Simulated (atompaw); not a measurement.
**Scattering properties, PAW (atompaw) potential for C**

carbon, PAW, made with atompaw 4.2.0.5 (PBE, scalar-relativistic). Core [He], reference 2s2 2p1.75 (charge +0.25). Waves: 2s (bound): rc 2.80 bohr; 2s channel at 0.3 Ry: rc 2.80 bohr; 2p (bound): rc 2.80 bohr; 2p channel at 2.1 Ry: rc 2.80 bohr. Local part: bessel scheme, radius 2.20 bohr. Core correction: smooth core density matched at 2.60 bohr. Augmentation charge: gaussian compensation charge, radius 2.45 bohr; PAW radius 2.80 bohr; waves and projectors: custom rrkj gramschmidtortho.

The phase is arctan(r·u′/u) with u = r·R(r), unwrapped; energies in Ry, scanned from -3 to 5 Ry. A pole is an energy at which the radial function vanishes at the test radius. The pseudo phase is shifted by a multiple of π to meet the all-electron one at the reference energy, and phase errors are pseudo minus all-electron; the curves can meet again beyond the range given. Levels narrower than the energy grid can be missing from the lists of poles.

Problem. For each channel, where are the poles, and over which energies does the pseudopotential scatter like the atom?

Solution.

```json
{"channel": "s", "radius (bohr)": "2.81", "reference energy (Ry)": "-1.21", "poles, all-electron": "-1.00, 3.67", "poles, pseudo": "-1.00, 3.29", "unbroken range about the reference energy with phases within 0.05 rad": "below 3.8", "phase error 1 Ry above the reference energy (rad)": "-0.000"}
{"channel": "p", "radius (bohr)": "2.81", "reference energy (Ry)": "-0.58", "poles, all-electron": "-0.31, 3.61", "poles, pseudo": "-0.29, 3.96", "unbroken range about the reference energy with phases within 0.05 rad": "below 0.6", "phase error 1 Ry above the reference energy (rad)": "+0.038"}
```

Phases in the s channel:

| E (Ry) | all-electron | pseudo |
| --- | --- | --- |
| -3.00 | 1.332 | 1.331 |
| -2.76 | 1.316 | 1.315 |
| -2.52 | 1.296 | 1.294 |
| -2.28 | 1.267 | 1.266 |
| -2.04 | 1.224 | 1.223 |
| -1.80 | 1.146 | 1.145 |
| -1.56 | 0.936 | 0.934 |
| -1.32 | -0.408 | -0.409 |
| -1.08 | -1.483 | -1.483 |
| -0.84 | -1.670 | -1.671 |
| -0.60 | -1.758 | -1.758 |
| -0.36 | -1.823 | -1.823 |
| -0.12 | -1.887 | -1.887 |
| 0.12 | -1.963 | -1.963 |
| 0.36 | -2.068 | -2.068 |
| 0.60 | -2.232 | -2.232 |
| 0.84 | -2.521 | -2.527 |
| 1.08 | -3.037 | -3.060 |
| 1.32 | -3.659 | -3.696 |
| 1.56 | -4.070 | -4.104 |
| 1.80 | -4.292 | -4.322 |
| 2.04 | -4.421 | -4.449 |
| 2.28 | -4.504 | -4.531 |
| 2.52 | -4.563 | -4.590 |
| 2.76 | -4.607 | -4.636 |
| 3.00 | -4.641 | -4.673 |
| 3.24 | -4.670 | -4.705 |
| 3.48 | -4.695 | -4.735 |
| 3.72 | -4.717 | -4.764 |
| 3.96 | -4.738 | -4.794 |
| 4.20 | -4.758 | -4.828 |
| 4.44 | -4.778 | -4.867 |
| 4.68 | -4.798 | -4.917 |
| 4.92 | -4.821 | -4.987 |
